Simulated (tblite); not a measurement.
C5H10F2OSi.
Z-matrix (Å and degrees, GFN2-xTB geometry), rows numbered from 1:
```
C 
C   1  1.5273
C   2  1.5009  1  110.52
Si  3  1.8822  2  122.74  1   -72.03
O   4  1.6193  3  101.43  2   -11.43
C   5  1.3945  4  127.85  3   179.66
C   3  1.3146  2  120.63  1   105.38
F   7  1.3374  3  126.88  2     2.16
F   7  1.3377  3  124.83  2  -178.49
H   1  1.0867  2  109.99  3    59.06
H   1  1.0877  2  110.46  3   -60.94
H   1  1.0872  2  110.21  3   179.03
H   2  1.0907  1  109.07  3  -119.17
H   2  1.0922  1  109.72  3   121.75
H   4  1.4672  3  111.20  2   107.33
H   4  1.4644  3  111.35  2  -130.64
H   6  1.0906  5  108.10  4  -173.98
H   6  1.0920  5  110.93  4   -54.05
H   6  1.0921  5  110.66  4    66.31
```

Calculated harmonic vibrations of the isolated species, GFN2-xTB (tblite), most abundant isotopes, no scaling. The method is semi-empirical: single wavenumbers can be off by several per cent or more. Modes of hydrogen on silicon can be 10 to 20 % off. One conformer, not necessarily the lowest.

Harmonic wavenumbers (cm⁻¹): 30.7, 62.5, 82.2, 86.2, 110.6, 138.0, 157.5, 176.7, 202.2, 248.5, 289.6, 408.0, 428.2, 479.3, 501.2, 572.2, 604.4, 631.0, 757.1, 782.9, 812.6, 821.3, 962.4, 991.8, 1083.3, 1109.3, 1133.0, 1133.6, 1138.7, 1164.5, 1203.0, 1252.0, 1318.6, 1404.1, 1418.4, 1473.3, 1479.1, 1488.4, 1494.0, 1498.3, 1754.5, 2220.7, 2266.6, 2956.7, 2969.8, 2976.1, 2990.5, 2992.2, 3036.5, 3039.7, 3048.7.

A = 2047, B = 840.7, C = 635.4 MHz; mass 152.047 u (most abundant isotopes); point group C1, symmetry number 1.

Question: What is the zero-point energy?

Answer: Half the sum of the wavenumbers: 30690 cm⁻¹ = 367.14 kJ/mol.

Question: Give the ideal-gas entropy at 350 K and 1 bar in the rigid-rotor, harmonic-oscillator model (classical rotation).

Answer: Translation 174.85, rotation 127.79, vibration 193.59: S = 496.2 J/(mol K).

Question: And Cp and H(350 K) − H(0)?

Answer: Cp = 201.65 J/(mol K), of which vibrations give 168.39 (their classical limit is 51 R = 424.0); H(350 K) − H(0) = 44.66 kJ/mol without the zero-point energy, 33.02 from vibrations.

Question: What must be added to the electronic energy to get the Gibbs energy at 350 K and 1 bar?

Answer: ZPE + [H(350 K) − H(0)] − T·S = 367.14 + 44.66 − 173.68 = 238.12 kJ/mol.

Question: Blend soft modes into free rotors: weight 1/[1 + (100 cm⁻¹/ν̃)⁴] for the oscillator and the rest for a rotor with moment μB/(μ + B), μ = h/(8π²ν), B = 10⁻⁴⁴ kg m². What vibrational entropy results?

Answer: 174.37 J/(mol K) in place of 193.59, which changes −T·S at 350 K by +6.73 kJ/mol.

Hindered rotation and anharmonicity are outside this model. Other conformers, if any are populated, would add a mixing term that is left out. The structure is chiral; the term R ln 2 for an equal mix with its mirror image is left out.
